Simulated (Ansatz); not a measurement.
Isolated molecules relaxed with PBE0-D4/def2-TZVP in Ansatz; ΔE leaves out vibrations. CCSD(T)/CBS is the MP2 limit (def2-TZVPP, def2-QZVPP) plus CCSD(T) − MP2 in def2-TZVPP, frozen cores. DFT in def2-TZVPP. B3LYP here is the variant with VWN-RPA as its local correlation; programs differ in this. One conformer a species, not always the lowest.

Reaction (cleavage of the Si–Si bond): `C[SiH2][SiH](C)Cl` + `S[SiH2]Cl` → `C[SiH2]S[SiH2]Cl` + `C[SiH2]Cl`

```csv
level,ΔE (kcal/mol),difference from CCSD(T)/CBS
PBE-D4,-13.1,3.3
r2SCAN-D4,-15.5,0.9
PBE0-D4,-14.4,2.0
B3LYP-D4,-14.9,1.5
ωB97M-V,-16.9,-0.5
B2PLYP,-16.0,0.4
PBE,-12.9,3.5
r2SCAN,-15.5,0.9
B3LYP,-14.5,1.9
HF/def2-TZVPP,-17.4,-1.0
CCSD/def2-TZVPP,-15.7,0.7
CCSD(T)/def2-TZVPP,-15.7,0.7
MP2/def2-QZVPP,-18.6,-2.2
SCS-MP2/def2-QZVPP,-18.1,-1.7
MP2/CBS(def2),-18.9,-2.5
CCSD/CBS(def2),-16.4,0.0
CCSD(T)/CBS,-16.4,0
```

Largest T1 diagnostic among the species: 0.010.

From PBE to PBE0 (25 % exact exchange), in def2-TZVPP and without D4, ΔE moves by −1.4 kcal/mol.
